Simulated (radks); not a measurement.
Results of a calculation; reference values are marked as such.
Tc+, 42 electrons, occupied as [Kr] 4d5 5s1 (the NIST ground configuration). Level of theory: scalar-relativistic Kohn-Sham, LDA (Slater exchange, Perdew-Wang correlation), spin-polarised, spherical densities, finite nucleus; open shells are filled with parallel spins first (spin-orbit coupling, left out, can overturn this in heavy ions); Fermi nuclear charge, rms radius 4.4112 fm (a radial shooting solver on a logarithmic mesh with Libxc functionals).

Normalised radial functions P(r) = r R(r), r in bohr:

r           4p up  4p down  4d down
0.004251   0.0072   0.0072   0.0000
0.00491    0.0093   0.0093   0.0001
0.00567    0.0120   0.0121   0.0001
0.006548   0.0154   0.0156   0.0002
0.007562   0.0199   0.0201   0.0002
0.008734   0.0255   0.0258   0.0004
0.01009    0.0327   0.0330   0.0006
0.01174    0.0422   0.0426   0.0008
0.01356    0.0536   0.0541   0.0013
0.01566    0.0676   0.0683   0.0019
0.01809    0.0848   0.0856   0.0027
0.02089    0.1054   0.1064   0.0040
0.02412    0.1299   0.1311   0.0059
0.02786    0.1583   0.1598   0.0086
0.03217    0.1904   0.1922   0.0125
0.03716    0.2254   0.2275   0.0179
0.04291    0.2620   0.2644   0.0254
0.04956    0.2977   0.3005   0.0357
0.05724    0.3291   0.3322   0.0495
0.0661     0.3516   0.3549   0.0678
0.07634    0.3595   0.3628   0.0913
0.08816    0.3462   0.3494   0.1208
0.1018     0.3057   0.3084   0.1566
0.1176     0.2331   0.2351   0.1982
0.1358     0.1270   0.1279   0.2443
0.1568    -0.0090  -0.0094   0.2919
0.1811    -0.1646  -0.1665   0.3366
0.2092    -0.3218  -0.3252   0.3720
0.2416    -0.4566  -0.4611   0.3907
0.279     -0.5415  -0.5464   0.3846
0.3222    -0.5511  -0.5557   0.3467
0.3721    -0.4689  -0.4721   0.2720
0.4297    -0.2925  -0.2932   0.1598
0.4963    -0.0374  -0.0347   0.0142
0.5732     0.2639   0.2700  -0.1554
0.6619     0.5664   0.5748  -0.3344
0.7645     0.8219   0.8308  -0.5050
0.8829     0.9903   0.9973  -0.6489
1.02       1.0492   1.0526  -0.7511
1.187      0.9949   0.9940  -0.8041
1.371      0.8583   0.8540  -0.8017
1.583      0.6764   0.6701  -0.7549
1.828      0.4868   0.4805  -0.6750
2.112      0.3188   0.3140  -0.5751
2.439      0.1887   0.1860  -0.4675
2.816      0.0999   0.0990  -0.3621
3.252      0.0467   0.0468  -0.2662
3.756      0.0189   0.0193  -0.1844
4.338      0.0065   0.0068  -0.1192
5.01       0.0019   0.0020  -0.0711
5.786      0.0004   0.0005  -0.0385
6.682      0.0001   0.0001  -0.0186
7.717      0.0000   0.0000  -0.0079
8.912      0.0000   0.0000  -0.0029
10.29      0.0000   0.0000  -0.0009

4p up: eigenvalue -54.055 eV, 2 radial nodes at r = 0.155, 0.506 bohr, <r> = 1.17 bohr, 90 % of the charge inside 1.74 bohr. 4p down: eigenvalue -50.776 eV, 2 radial nodes at r = 0.155, 0.505 bohr, <r> = 1.17 bohr, 90 % of the charge inside 1.73 bohr. 4d down (empty): eigenvalue -11.939 eV, 1 radial node at r = 0.503 bohr, <r> = 1.70 bohr, 90 % of the charge inside 2.75 bohr.
